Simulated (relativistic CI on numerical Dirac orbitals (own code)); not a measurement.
A reference radial Dirac CI calculation of Ar XII gave the lowest total energy -454.76228 Ha in 18 SCF steps, from this input:

```
atom Ar  Z=18  charge=11  electrons=7
nucleus A=40  rms_radius_fm=3.4274
hamiltonian dirac-coulomb  breit=on  qed=on  c_scale=1
orbitals kli  potential=per-configuration
slater_scale 1
correlation none
mixing on
grid step=0.0125 r_max=8.2
scf mixing=0.4 start=green max_iterations=150 tolerance=2e-08 node_fill=0.05
configurations
  [He] 2s2 2p3
  [He] 2s 2p4
end
```

One setting was then changed (and the iteration limit cut to 71), and the output read:

```
SCF 1: [He] 2s2 2p3
 iter      energy (Ha)   residual   last orbital (Ha)
    1      -451.051011   1.66e+00    -30.84518
    2      -453.371664   9.46e-01    -27.03054
    3      -454.492408   2.16e-02    -22.53920
SCF 2: [He] 2s 2p4
 iter      energy (Ha)   residual   last orbital (Ha)
    1      -448.372709   1.73e+00    -30.84518
    2      -451.001871   9.79e-01    -26.85423
    3      -452.259243   3.44e-02    -22.17614
orbital energies (Ha): 1s -131.3280  2s -24.6220  2p1/2 -22.6411  2p3/2 -22.5392
configuration averages (Ha): Dirac-Coulomb, Breit, QED
  2s2 2p3                       -454.492408    0.108504    0.087612
  2s 2p4                        -452.259243    0.109377    0.083505
levels: no., configuration, term, J, E (cm-1), weight
   1 2s2 2p3                4S*  3/2              0.0  0.99
   2 2s2 2p3                2D*  3/2          98901.4  0.96
   3 2s2 2p3                2D*  5/2         101351.0  1.00
   4 2s2 2p3                2P*  1/2         169511.1  1.00
   5 2s2 2p3                2P*  3/2         173709.2  0.95
   6 2s 2p4                 4P   5/2         445276.8  1.00
   7 2s 2p4                 4P   3/2         457451.9  1.00
   8 2s 2p4                 4P   1/2         463456.9  1.00
   9 2s 2p4                 2D   3/2         624329.5  1.00
  10 2s 2p4                 2D   5/2         624869.0  1.00
  11 2s 2p4                 2S   1/2         724111.4  0.95
  12 2s 2p4                 2P   3/2         764038.9  1.00
  13 2s 2p4                 2P   1/2         779630.2  0.96
lowest total energy -454.760491 Ha
end: converged
```

**Question.** Which setting was changed?
A. speed of light
B. charge
C. SCF tolerance
D. configuration list

**Answer.** C. The SCF tolerance 0.05. This setting is bad on purpose; its numbers may not be properties of the ion.
